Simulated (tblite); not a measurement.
Isomers of C6H11N3. All values are computed: GFN2-xTB (tblite) harmonic vibrations without scaling, gas phase. Against measured fundamentals such values can be off by several per cent, at times by over 20. One conformer each.

Electronic energies: GFN2-xTB at the same geometries; isomer energies are rough at this level and their order can be wrong.

| SMILES | electronic energy, lowest = 0 (kJ/mol) |
| --- | --- |
| CCc1nn(C)nc1C | 18.6 |
| CC(C)(C)n1cnnc1 | 0.0 |
| CCCCn1ccnn1 | 65.3 |

Task: How do GFN2-xTB zero-point energies change the relative energies?

Result: 
```
         SMILES  ZPE (kJ/mol)  of it from modes above 1550 cm⁻¹  electronic (kJ/mol)  with ZPE, lowest = 0 (kJ/mol)  lowest mode (cm⁻¹)  rings
CC(C)(C)n1cnnc1         442.9                             202.1                  0.0                            0.0                  40      1
  CCc1nn(C)nc1C         440.1                             198.5                 18.6                           15.8                  33      1
    CCCCn1ccnn1         444.8                             199.6                 65.3                           67.3                  29      1
```

The zero-point energies span 4.7 kJ/mol, from `CCc1nn(C)nc1C` to `CCCCn1ccnn1`. The order is unchanged.

Task: What do entropy and thermal enthalpy add at 298.15 K and 1 bar (rigid rotor, harmonic oscillator, one conformer each)?

Result: 
| SMILES | point group | symmetry number | S (J/(mol K)) | H − H(0) (kJ/mol) | ZPE + H − H(0) − TS (kJ/mol) |
| --- | --- | --- | --- | --- | --- |
| CC(C)(C)n1cnnc1 | Cs | 1 | 389.9 | 26.66 | 353.3 |
| CCc1nn(C)nc1C | C1 | 1 | 426.2 | 29.45 | 342.5 |
| CCCCn1ccnn1 | C1 | 1 | 403.5 | 26.41 | 350.9 |
